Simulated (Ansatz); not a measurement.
Geometry optimisation, DFT PBE-D3(BJ), scalar-relativistic, plane waves, PAW in Ansatz.

input.yaml

```yaml
accuracy: low
crystal:
  lattice:
    - [8.724141, 0.0, 0.0]
    - [0.0, 8.724141, 0.0]
    - [0.0, 0.0, 8.724141]
  atoms:
    - { symbol: O, position: [0.866712, 0.0152666, 0.3252314] }
    - { symbol: C, position: [0.8776269, 0.0134702, 0.4598916] }
    - { symbol: S, position: [0.8921211, 0.0110846, 0.6387107] }
    - { symbol: O, position: [1.1378765, 0.4943402, 0.7540154] }
    - { symbol: C, position: [1.0132234, 0.4424534, 0.7590222] }
    - { symbol: S, position: [0.8476929, 0.3735514, 0.765671] }
    - { symbol: O, position: [0.0699192, 0.4454696, 0.0858186] }
    - { symbol: C, position: [0.1500891, 0.4023919, 0.1856826] }
    - { symbol: S, position: [0.256549, 0.3451878, 0.3182948] }
    - { symbol: O, position: [0.1341053, 0.9440725, 0.0869963] }
    - { symbol: C, position: [0.2011827, 0.9061881, 0.1979967] }
    - { symbol: S, position: [0.2902568, 0.8558803, 0.3453974] }
    - { symbol: O, position: [0.5865887, 0.3008754, 0.266328] }
    - { symbol: C, position: [0.5980231, 0.4307367, 0.3018388] }
    - { symbol: S, position: [0.6132071, 0.6031833, 0.3489946] }
    - { symbol: O, position: [0.3143696, 0.8700087, 0.6740575] }
    - { symbol: C, position: [0.364579, 0.9483933, 0.7719891] }
    - { symbol: S, position: [0.4312534, 1.0524824, 0.9020354] }
    - { symbol: O, position: [0.812911, 0.6762208, 0.6777223] }
    - { symbol: C, position: [0.779232, 0.7276427, 0.7980437] }
    - { symbol: S, position: [0.7345086, 0.7959273, 0.9578219] }
    - { symbol: O, position: [0.5262055, 0.4217982, 0.6753434] }
    - { symbol: C, position: [0.4911569, 0.4104856, 0.8053408] }
    - { symbol: S, position: [0.4446149, 0.3954632, 0.9779682] }
basis:
  ecutwfc: 420.0
kpoints:
  mp_grid: { grid: [1, 1, 1] }
hamiltonian:
  xc: pbe
  dispersion: d3bj
scf:
  occupations: { method: fermi_dirac, width: 0.05 }
  lower_state_search: "off"
relax:
  f_tol: 0.3
  max_steps: 15
  adjacent_minimum: "off"
output:
  write_density: true
  write_potential: true
  elf: true
  volumetric_format: npy
```

Command:

```bash
$ ansatz run input.yaml --threads 1 --pin off --max-ram 3072MiB --backend cpu --events-out ev --progress --plain --runs-dir out
```

Task: Where does it end, and by what steps?

Result: The forces met the threshold. The threshold is loose, so the end isn't yet a minimum. The force dipped under the threshold on the way, but the program's further checks kept it going. Limits of this set-up: coarse k mesh, low accuracy level. After 13 steps the energy has fallen by 1.266 eV; S6 moved furthest, 1.75 Å.

| step | energy less start (eV) | largest force component (eV/Å) | accepted |
| --- | --- | --- | --- |
| 0 | 0.0000 | 0.895 | yes |
| 1 | -0.4129 | 0.496 | yes |
| 2 | -0.6869 | 0.849 | yes |
| 3 | -0.8466 | 0.906 | yes |
| 4 | -0.9990 | 0.329 | yes |
| 5 | -1.0945 | 0.144 | yes |
| 6 | -1.1448 | 0.444 | yes |
| 7 | -1.1711 | 0.934 | yes |
| 8 | -1.1952 | 0.864 | yes |
| 9 | -1.2191 | 0.460 | yes |
| 10 | -1.2328 | 0.486 | yes |
| 11 | -1.2460 | 0.631 | yes |
| 12 | -1.2565 | 0.385 | yes |
| 13 | -1.2659 | 0.175 | yes |

```xyz
24
Lattice="8.7241 0.0000 0.0000 0.0000 8.7241 0.0000 0.0000 0.0000 8.7241" Properties=species:S:1:pos:R:3
O 7.679 -0.964 3.067
C 8.069 -0.396 4.012
S 8.585 0.362 5.280
O 8.860 4.103 6.834
C 8.139 3.394 7.421
S 7.175 2.440 8.207
O 0.555 4.774 1.456
C 1.103 3.970 2.104
S 1.841 2.901 2.976
O 1.443 8.875 0.200
C 2.102 8.353 1.010
S 2.979 7.658 2.106
O 5.459 2.016 2.718
C 5.661 3.166 2.822
S 5.947 4.700 2.954
O 2.917 6.996 5.419
C 3.438 7.921 5.904
S 4.139 9.162 6.548
O 6.337 6.256 6.149
C 6.658 6.662 7.199
S 7.086 7.200 8.604
O 3.636 3.731 5.861
C 3.667 4.229 6.919
S 3.725 4.881 8.345
```

Run time: 74 s on 1 thread of Arm Neoverse V2 (shared host), peak memory 0.62 GiB.
